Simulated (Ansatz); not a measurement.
Input file for Ansatz (a quantum-chemistry and plane-wave program): R-B3LYP-D3(BJ)/def2-TZVP on CH6O3Si (SMILES C[Si](O)(O)O).

Ansatz 0.2 input:
```yaml
crystal:
  periodic: [false, false, false]
  atoms:
    - {symbol: C, position_ang: [1.15916019, -0.36237488, -0.85829218]}
    - {symbol: Si, position_ang: [-0.22597154, 0.14032161, 0.26186901]}
    - {symbol: O, position_ang: [-1.70011884, -0.35358390, -0.29745655]}
    - {symbol: O, position_ang: [-0.37838349, 1.77083198, 0.39580151]}
    - {symbol: O, position_ang: [0.13840086, -0.49601971, 1.73113495]}
    - {symbol: H, position_ang: [0.98309328, -0.00866640, -1.87548575]}
    - {symbol: H, position_ang: [2.10382845, 0.05773052, -0.50903889]}
    - {symbol: H, position_ang: [1.26912135, -1.44847237, -0.88844581]}
    - {symbol: H, position_ang: [-1.85300723, -1.29410422, -0.41293388]}
    - {symbol: H, position_ang: [-1.13747900, 2.17033518, -0.03591906]}
    - {symbol: H, position_ang: [-0.35874404, -0.17609782, 2.48866663]}
basis:
  gaussian:
    orbitals: def2-TZVP
hamiltonian:
  xc: b3lyp
  dispersion: d3bj
accuracy: high
phonons: {}
scf: {lower_state_search: off}
```

Output:

```
WARN ansatz: RAYON_NUM_THREADS=4 ignored (pool sized by the plan → 4); use --threads N
Functional definition: B3LYP
these checks for a lower state are left out or cut short: stability, starts, cluster_reference, orbital_swaps, neighbouring_geometries, increment
integrals: 0.77 GiB planned
3897 factors; integrals over basis functions are off by at most 2.2e-9 eV
mean field: 1.69 GiB planned
mean field evaluation 1: about -15144.8094 eV, gradient 1.0e2 eV
mean field evaluation 2: about -15123.5286 eV, gradient 1.5e2 eV
mean field evaluation 4: about -15162.3375 eV, gradient 6.3e0 eV
mean field evaluation 8: about -15162.5340 eV, gradient 3.5e-1 eV
mean field evaluation 16: about -15162.5343 eV, gradient 1.6e-5 eV
mean field -15162.53425440 eV, -557.2128563143 hartree, gradient 2.0e-8 eV, S^2 0.000000; 0 other end points of the search recorded, 0 dependent functions left out
the calculation of the forces begins
reference -15162.53429831 eV, -557.2128579282 hartree; 25, 25 occupied and 172, 172 virtual orbitals, 3897 factors
these checks for a lower state are left out or cut short: stability, starts, cluster_reference, orbital_swaps, neighbouring_geometries, increment
integrals: 0.77 GiB planned
3897 factors; integrals over basis functions are off by at most 2.2e-9 eV
mean field: 1.69 GiB planned
mean field evaluation 32: about -15162.5342 eV, gradient 1.6e-8 eV
mean field -15162.53416265 eV, -557.2128529427 hartree, gradient 1.6e-8 eV, S^2 0.000000; 0 other end points of the search recorded, 0 dependent functions left out
the calculation of the forces begins
reference -15162.53420657 eV, -557.2128545567 hartree; 25, 25 occupied and 172, 172 virtual orbitals, 3897 factors
these checks for a lower state are left out or cut short: stability, starts, cluster_reference, orbital_swaps, neighbouring_geometries, increment
integrals: 0.77 GiB planned
3897 factors; integrals over basis functions are off by at most 2.2e-9 eV
mean field: 1.69 GiB planned
mean field -15162.53407179 eV, -557.2128496035 hartree, gradient 1.5e-8 eV, S^2 0.000000; 0 other end points of the search recorded, 0 dependent functions left out
the calculation of the forces begins
reference -15162.53411570 eV, -557.2128512173 hartree; 25, 25 occupied and 172, 172 virtual orbitals, 3897 factors
these checks for a lower state are left out or cut short: stability, starts, cluster_reference, orbital_swaps, neighbouring_geometries, increment
integrals: 0.77 GiB planned
3897 factors; integrals over basis functions are off by at most 2.2e-9 eV
mean field: 1.69 GiB planned
mean field -15162.53408816 eV, -557.2128502051 hartree, gradient 8.6e-9 eV, S^2 0.000000; 0 other end points of the search recorded, 0 dependent functions left out
the calculation of the forces begins
reference -15162.53413208 eV, -557.2128518190 hartree; 25, 25 occupied and 172, 172 virtual orbitals, 3897 factors
these checks for a lower state are left out or cut short: stability, starts, cluster_reference, orbital_swaps, neighbouring_geometries, increment
integrals: 0.77 GiB planned
3897 factors; integrals over basis functions are off by at most 2.2e-9 eV
mean field: 1.69 GiB planned
mean field -15162.53411531 eV, -557.2128512030 hartree, gradient 8.8e-9 eV, S^2 0.000000; 0 other end points of the search recorded, 0 dependent functions left out
the calculation of the forces begins
reference -15162.53415923 eV, -557.2128528168 hartree; 25, 25 occupied and 172, 172 virtual orbitals, 3897 factors
these checks for a lower state are left out or cut short: stability, starts, cluster_reference, orbital_swaps, neighbouring_geometries, increment
integrals: 0.77 GiB planned
3897 factors; integrals over basis functions are off by at most 2.2e-9 eV
mean field: 1.69 GiB planned
mean field evaluation 64: about -15162.5341 eV, gradient 1.3e-8 eV
mean field -15162.53407821 eV, -557.2128498395 hartree, gradient 1.3e-8 eV, S^2 0.000000; 0 other end points of the search recorded, 0 dependent functions left out
the calculation of the forces begins
reference -15162.53412213 eV, -557.2128514534 hartree; 25, 25 occupied and 172, 172 virtual orbitals, 3897 factors
these checks for a lower state are left out or cut short: stability, starts, cluster_reference, orbital_swaps, neighbouring_geometries, increment
integrals: 0.77 GiB planned
3897 factors; integrals over basis functions are off by at most 2.3e-9 eV
mean field: 1.69 GiB planned
mean field -15162.53414015 eV, -557.2128521156 hartree, gr
[...]
radient 9.8e-9 eV, S^2 0.000000; 0 other end points of the search recorded, 0 dependent functions left out
the calculation of the forces begins
reference -15162.53421008 eV, -557.2128546855 hartree; 25, 25 occupied and 172, 172 virtual orbitals, 3897 factors
these checks for a lower state are left out or cut short: stability, starts, cluster_reference, orbital_swaps, neighbouring_geometries, increment
integrals: 0.77 GiB planned
3897 factors; integrals over basis functions are off by at most 2.2e-9 eV
mean field: 1.69 GiB planned
mean field evaluation 480: about -15162.5342 eV, gradient 2.9e-8 eV
mean field -15162.53424716 eV, -557.2128560483 hartree, gradient 2.9e-8 eV, S^2 0.000000; 0 other end points of the search recorded, 0 dependent functions left out
the calculation of the forces begins
reference -15162.53429108 eV, -557.2128576623 hartree; 25, 25 occupied and 172, 172 virtual orbitals, 3897 factors
these checks for a lower state are left out or cut short: stability, starts, cluster_reference, orbital_swaps, neighbouring_geometries, increment
integrals: 0.77 GiB planned
3897 factors; integrals over basis functions are off by at most 2.2e-9 eV
mean field: 1.69 GiB planned
mean field -15162.53418636 eV, -557.2128538140 hartree, gradient 9.5e-9 eV, S^2 0.000000; 0 other end points of the search recorded, 0 dependent functions left out
the calculation of the forces begins
reference -15162.53423027 eV, -557.2128554277 hartree; 25, 25 occupied and 172, 172 virtual orbitals, 3897 factors
these checks for a lower state are left out or cut short: stability, starts, cluster_reference, orbital_swaps, neighbouring_geometries, increment
integrals: 0.77 GiB planned
3897 factors; integrals over basis functions are off by at most 2.2e-9 eV
mean field: 1.69 GiB planned
mean field -15162.53422039 eV, -557.2128550645 hartree, gradient 8.5e-9 eV, S^2 0.000000; 0 other end points of the search recorded, 0 dependent functions left out
the calculation of the forces begins
reference -15162.53426431 eV, -557.2128566784 hartree; 25, 25 occupied and 172, 172 virtual orbitals, 3897 factors
these checks for a lower state are left out or cut short: stability, starts, cluster_reference, orbital_swaps, neighbouring_geometries, increment
integrals: 0.77 GiB planned
3897 factors; integrals over basis functions are off by at most 2.2e-9 eV
mean field: 1.69 GiB planned
mean field -15162.53422243 eV, -557.2128551393 hartree, gradient 8.6e-9 eV, S^2 0.000000; 0 other end points of the search recorded, 0 dependent functions left out
the calculation of the forces begins
reference -15162.53426634 eV, -557.2128567532 hartree; 25, 25 occupied and 172, 172 virtual orbitals, 3897 factors
these checks for a lower state are left out or cut short: stability, starts, cluster_reference, orbital_swaps, neighbouring_geometries, increment
integrals: 0.77 GiB planned
3897 factors; integrals over basis functions are off by at most 2.2e-9 eV
mean field: 1.69 GiB planned
mean field evaluation 512: about -15162.5342 eV, gradient 9.4e-9 eV
mean field -15162.53421197 eV, -557.2128547551 hartree, gradient 9.4e-9 eV, S^2 0.000000; 0 other end points of the search recorded, 0 dependent functions left out
the calculation of the forces begins
reference -15162.53425589 eV, -557.2128563690 hartree; 25, 25 occupied and 172, 172 virtual orbitals, 3897 factors
these checks for a lower state are left out or cut short: stability, starts, cluster_reference, orbital_swaps, neighbouring_geometries, increment
integrals: 0.77 GiB planned
3897 factors; integrals over basis functions are off by at most 2.2e-9 eV
mean field: 1.69 GiB planned
mean field -15162.53420984 eV, -557.2128546767 hartree, gradient 9.1e-9 eV, S^2 0.000000; 0 other end points of the search recorded, 0 dependent functions left out
the calculation of the forces begins
reference -15162.53425375 eV, -557.2128562906 hartree; 25, 25 occupied and 172, 172 virtual orbitals, 3897 factors
these checks for a lower state are left out or cut short: stability, starts, cluster_reference, orbital_swaps, neighbouring_geometries, increment
integrals: 0.77 GiB planned
3897 factors; integrals over basis functions are off by at most 2.2e-9 eV
mean field: 1.69 GiB planned
mean field -15162.53422884 eV, -557.2128553751 hartree, gradient 8.7e-9 eV, S^2 0.000000; 0 other end points of the search recorded, 0 dependent functions left out
the calculation of the forces begins
reference -15162.53427276 eV, -557.2128569890 hartree; 25, 25 occupied and 172, 172 virtual orbitals, 3897 factors
these checks for a lower state are left out or cut short: stability, starts, cluster_reference, orbital_swaps, neighbouring_geometries, increment
integrals: 0.77 GiB planned
3897 factors; integrals over basis functions are off by at most 2.2e-9 eV
mean field: 1.69 GiB planned
mean field -15162.53424112 eV, -557.2128558264 hartree, gradient 8.5e-9 eV, S^2 0.000000; 0 other end points of the search recorded, 0 dependent functions left out
the calculation of the forces begins
reference -15162.53428504 eV, -557.2128574403 hartree; 25, 25 occupied and 172, 172 virtual orbitals, 3897 factors
these checks for a lower state are left out or cut short: stability, starts, cluster_reference, orbital_swaps, neighbouring_geometries, increment
integrals: 0.77 GiB planned
3897 factors; integrals over basis functions are off by at most 2.2e-9 eV
mean field: 1.69 GiB planned
mean field evaluation 544: about -15162.5342 eV, gradient 1.1e-8 eV
mean field -15162.53417939 eV, -557.2128535577 hartree, gradient 1.1e-8 eV, S^2 0.000000; 0 other end points of the search recorded, 0 dependent functions left out
the calculation of the forces begins
reference -15162.53422331 eV, -557.2128551718 hartree; 25, 25 occupied and 172, 172 virtual orbitals, 3897 factors
these checks for a lower state are left out or cut short: stability, starts, cluster_reference, orbital_swaps, neighbouring_geometries, increment
integrals: 0.77 GiB planned
3897 factors; integrals over basis functions are off by at most 2.2e-9 eV
mean field: 1.69 GiB planned
mean field -15162.53411330 eV, -557.2128511289 hartree, gradient 1.3e-8 eV, S^2 0.000000; 0 other end points of the search recorded, 0 dependent functions left out
the calculation of the forces begins
reference -15162.53415721 eV, -557.2128527426 hartree; 25, 25 occupied and 172, 172 virtual orbitals, 3897 factors
Total energy: -15162.89391858 eV, -557.2260737292 hartree
Atom 0 at     1.159160    -0.362375    -0.858292 Å, force    -0.000042    -0.000086     0.000123 eV/Å
Atom 1 at    -0.225972     0.140322     0.261869 Å, force    -0.000316     0.000898    -0.000527 eV/Å
Atom 2 at    -1.700119    -0.353584    -0.297457 Å, force     0.000118    -0.000142     0.000100 eV/Å
Atom 3 at    -0.378383     1.770832     0.395802 Å, force     0.000235    -0.000322     0.000086 eV/Å
Atom 4 at     0.138401    -0.496020     1.731135 Å, force     0.000036    -0.000325     0.000514 eV/Å
Atom 5 at     0.983093    -0.008666    -1.875486 Å, force    -0.000011    -0.000026    -0.000068 eV/Å
Atom 6 at     2.103828     0.057731    -0.509039 Å, force    -0.000127    -0.000072     0.000027 eV/Å
Atom 7 at     1.269121    -1.448472    -0.888446 Å, force     0.000046     0.000036    -0.000058 eV/Å
Atom 8 at    -1.853007    -1.294104    -0.412934 Å, force     0.000124     0.000013    -0.000019 eV/Å
Atom 9 at    -1.137479     2.170335    -0.035919 Å, force    -0.000127     0.000055    -0.000108 eV/Å
Atom 10 at    -0.358744    -0.176098     2.488667 Å, force     0.000064    -0.000029    -0.000072 eV/Å
Dipole moment:    -0.242979    -0.154431    -0.098996 e Å
Vibrations: 105.63 149.91 211.06 221.91 260.04 277.43 324.58 360.83 371.48 680.22 770.94 780.27 805.49 812.12 828.84 899.12 947.00 972.16 1304.49 1459.74 1462.63 3038.10 3106.39 3113.79 3862.65 3874.42 3876.82 cm⁻¹, zero-point energy 2.162165 eV
Checks for a lower state left out: stability, starts, cluster_reference, orbital_swaps, neighbouring_geometries, increment
```

The calculation finished and met its thresholds.

Cost: roughly 21 core-minutes.
